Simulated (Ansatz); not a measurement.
Ansatz (a program for electronic structure) input:

Ansatz 0.2 input:
```yaml
crystal:
  periodic: [false, false, false]
  atoms:
    - {symbol: Zn, position_ang: [0.00000000, 0.00000000, 0.00000000]}
    - {symbol: Cl, position_ang: [0.00000000, 0.00000000, 2.12837565]}
    - {symbol: Cl, position_ang: [-0.00000000, -0.00000000, -2.12837565]}
basis:
  gaussian:
    orbitals: def2-TZVP
hamiltonian:
  xc: b3lyp
  dispersion: d3bj
total_charge: 1
magnetization: {spin_polarized: true, initial_magnetization: 1}
phonons: {temperatures: {t_min: 298.15, t_max: 298.15, t_step: 100}}
```

Question: Predict the final energy.

Answer: -2699.60538 Eh (B3LYP-D3(BJ)/def2-TZVP). The basis has 122 functions.

The spin state was set by rule; other spins were not relaxed.
